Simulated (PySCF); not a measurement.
C2H8O2Si2

The system: C2H8O2Si2, a small molecule; neutral, singlet. The structure, one conformer, was relaxed in the gas phase by PBE0-D3(BJ)/def2-SVP. No frequency run checks that it is a minimum.

SMILES: C=C[SiH2]O[SiH2]O

```xyz
14

O    -1.363    2.086    0.221
Si    0.229    2.119   -0.259
O     0.716    0.644   -0.809
Si    1.268   -0.894   -0.513
C     0.021   -1.864    0.474
C    -1.113   -1.352    0.965
H    -2.020    1.995   -0.476
H     0.409    3.080   -1.383
H     0.996    2.512    0.950
H     2.567   -0.823    0.227
H     1.517   -1.552   -1.829
H     0.241   -2.924    0.668
H    -1.815   -1.960    1.548
H    -1.389   -0.302    0.815
```
Atoms count from 1 in this order.

Shieldings: GIAO PBE0/pcSseg-1. Shifts are against computed references at the same level: C TMS (σ 184.4 ppm), H TMS (σ 31.27 ppm), Si TMS (σ 352.0 ppm). Core levels by delta-SCF with SCAN, pcX-2 on the ionised atom and pcseg-1 elsewhere, spin-free X2C (2p3/2 is the spin-free 2p value less a third of a first-order spin-orbit splitting); from the vacuum level, for chosen atoms.

Q: Give the NMR and core-level values of the distinct atoms.

A: 
```csv
atoms,bonded to,σ (ppm),δ (ppm),core level (eV)
O1,1 Si + 1 H,267.1,-,1s 538.74
Si2,2 O + 2 H,384.9,-32.9,2p3/2 107.95
O3,2 Si,277.4,-,1s 537.88
Si4,1 C + 1 O + 2 H,378.9,-26.9,2p3/2 107.26
C5,1 C + 1 Si + 1 H,43.4,141.0,1s 290.13
C6,1 C + 2 H,37.6,146.8,-
H7,1 O,29.23,2.04,-
H8,1 Si,26.25,5.01,-
H9,1 Si,26.47,4.80,-
H10,1 Si,25.96,5.30,-
H11,1 Si,26.08,5.19,-
H12,1 C,25.19,6.08,-
H13,1 C,24.74,6.53,-
H14,1 C,24.28,6.98,-
```

Values are those of this one static structure; atoms that internal rotation interchanges would show their mean in an NMR spectrum.

The core-hole state of C5 is spin-contaminated (⟨S²⟩ 0.81 against 0.75 for a pure doublet), so that value and differences from it are less sure.

Q: Which of Si2, Si4 holds its core electrons tightest, and by how much against the loosest?

A: Si2 (bonded to 2 O + 2 H), by 0.69 eV over Si4 (bonded to 1 C + 1 O + 2 H).

Q: By CAM-B3LYP/def2-SVPD (TDDFT singlets, Tamm-Dancoff triplets, ionisation by delta-SCF), where does absorption start, and what does vertical ionisation take?

A: The lowest singlet lies at 6.70 eV (f 0.001), the strongest of the first 6 at 7.14 eV (f 0.287), the lowest triplet at 4.21 eV; vertical ionisation takes 10.11 eV.

The 3 runs behind this took 4.8 min in all, one thread each of Arm Neoverse V1 on a shared host, launched as `OMP_NUM_THREADS=1 python cluster_run.py task.json out`.
